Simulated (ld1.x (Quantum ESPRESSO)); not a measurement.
# O (Z = 8), PAW: configuration errors across variants

oxygen, PAW, made with ld1.x (Quantum ESPRESSO) 7.5 (PBE, scalar-relativistic). Core [He], reference 2s2 2p4. Waves: 2s (bound): rcut 0.70, rcutus 0.95 bohr; 2s channel at 0.05 Ry: rcut 0.70, rcutus 0.95 bohr; 2p (bound): rcut 1.40, rcutus 1.60 bohr; 2p channel at 0.35 Ry: rcut 1.40, rcutus 1.60 bohr; 3d channel at 0.45 Ry: rcut 1.30, rcutus 1.40 bohr; 3d channel at 1.4 Ry: rcut 1.30, rcutus 1.40 bohr. Local part: all-electron potential smoothed inside 1.15 bohr (lloc = -1). Core correction: Bessel-smoothed model core inside 0.70 bohr. Augmentation charge: BESSEL, radius 0.60 bohr.

All-electron excitation energies from the reference (eV): (1) 2s2 2p3 16.431; (2) 2s2 2p2 50.017; (3) 2s2 2p1 103.886.

4 further variants failed, have other tests or another functional or relativity, and are left out.

Errors AE − PS in meV (a dash: test not solved or not reliable):

```csv
change,(1),(2),(3),bound ghosts
base,-0.6,-4.7,-20,none
local potential all-electron potential smoothed inside 1.52 bohr (lloc = -1),-1.3,-8.6,-30,none
"waves 3d channel at 0.45 Ry: rcut 1.30, rcutus 1.42 bohr; 3d channel at 1.4 Ry: rcut 1.30, rcutus 1.42 bohr",-0.6,-4.7,-20,none
"waves 2p (bound): rcut 1.40, rcutus 1.66 bohr; 2p channel at 0.35 Ry: rcut 1.40, rcutus 1.66 bohr",-0.3,-3.0,-17,none
```

(1) Give the same row for: wave 2s channel at 0.05 Ry: rcut 0.70, rcutus 0.95 bohr becomes 2s channel at 3.29 Ry: rcut 0.70, rcutus 0.95 bohr.

Results:

(1) -0.5, -2.9, -13; bound ghosts: none.
